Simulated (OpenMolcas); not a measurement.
A calculation on Mn5+.

```
Program             : OpenMolcas
Method              : CASSCF
Basis               : ANO-RCC-VTZP [6s5p3d2f1g]
Scalar Hamiltonian  : DKH2, point nucleus
Active space        : 2 electrons in 10 orbitals (3d 4d)
State averaging     : 2S+1 = 3 even, 10 roots; 2S+1 = 1 even, 15 roots
Spin-orbit coupling : state interaction with AMFI integrals over the reference wave functions, term energies averaged over their components
```

Which level of the active space comes out lowest?

3d2 3F2, with 100 % of that term; it is also the measured ground level.

How high does 3d2 3P1 lie?

21871 cm-1 above the lowest level; measured 18057 cm-1 above the ground level, so the calculation is off by +21 %.

How high does 3d2 3F4 lie?

1711 cm-1 above the lowest level; measured 1669 cm-1 above the ground level, so the calculation is off by +3 %.

How high does 3d2 1S0 lie?

67852 cm-1 above the lowest level.

The level at 18570 cm-1 has J = 2. What is it made of, and what is its g factor?

97 % 3d2 1D2, 3 % 3d2 3P; g = 1.016, against 1.000 from Landé's formula for the pure leading term.

Measured values: Corliss and Sugar, J. Phys. Chem. Ref. Data 6, 1253 (1977).

Without dynamic correlation excited terms often stand tens of per cent too high (terms of higher spin than the ground term too low), and those without a measured partner can miss by more than the paired ones. Active for correlation alone: 4d; no level in the range computed is led by a configuration that fills it, so any true level of that kind is missing. Computed and measured levels are paired by configuration, term and J; levels that our copy of the source lacks, or whose pairing is in doubt (as where it misses far off the trend of its configuration), stay unpaired and out of the deviations. Levels of configurations outside the active space are missing.
